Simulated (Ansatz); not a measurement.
`S[CH2][GeH3]` + `O[Si](F)(Cl)Cl` → `F[Si](Cl)(Cl)[O][GeH3]` + CH₃SH at 298.15 K and 1 bar (ligand exchange at a Ge–C bond).

Isolated molecules relaxed with PBE0-D4/def2-TZVP in Ansatz; ΔE leaves out vibrations. CCSD(T)/CBS is the MP2 limit (def2-TZVPP, def2-QZVPP) plus CCSD(T) − MP2 in def2-TZVPP, frozen cores. This one scheme is used for every species. For Ge outer-core shells are correlated without core-valence functions, which leaves a few kJ/mol of doubt a bond. Scalar relativity is left out up to krypton. Each species was taken in one conformer, which may not be the lowest.

| species | CCSD(T)/CBS energy (Eh) | H − E (kJ/mol) | S (J/(mol·K)) |
| --- | --- | --- | --- |
| `S[CH2][GeH3]` | -2515.53503 | 174.7 | 320.5 |
| `O[Si](F)(Cl)Cl` | -1384.43664 | 74.5 | 340.5 |
| `F[Si](Cl)(Cl)[O][GeH3]` | -3461.76595 | 119.1 | 424.2 |
| CH₃SH | -438.22835 | 133.0 | 253.2 |

H − E and S are ideal-gas, rigid-rotor, harmonic terms from PBE0-D4/def2-TZVP, for one conformer and one mirror image of each species. 1 Eh = 2625.50 kJ/mol, R = 8.31446 J/(mol·K).

By hand: ΔE, ΔH, ΔS and ΔG.

ΔE = (-3461.76595) + (-438.22835) − (-2515.53503) − (-1384.43664) = -0.02263 Eh = -59.4 kJ/mol. Δ(H − E) = 119.1 + 133.0 − 174.7 − 74.5 = 2.9, so ΔH = -56.5 kJ/mol. ΔS = 424.2 + 253.2 − 320.5 − 340.5 = 16.4 J/(mol·K). ΔG = -56.5 − 298.15 × (16.4)/1000 = -61.4 kJ/mol.

By hand: the equilibrium constant, and the temperature at which ΔG would vanish if ΔH and ΔS stayed fixed.

log₁₀ K = −ΔG/(RT ln 10) = 10.8. ΔH and −TΔS have one sign here, so there is no such temperature.

ΔH outweighs TΔS. A doubt of 5 kJ/mol in ΔE shifts log₁₀ K by 0.9 here. Other conformers and mirror images would add mixing entropy, several J/(mol·K) or more a flexible species. Modes under 60 cm⁻¹, often nearly free rotors, make the harmonic entropy too high. These are equilibria of isolated gas molecules and say nothing of rates. Largest T1 diagnostic: 0.011 (customary marks: 0.02 for closed shells, 0.045 for open ones).
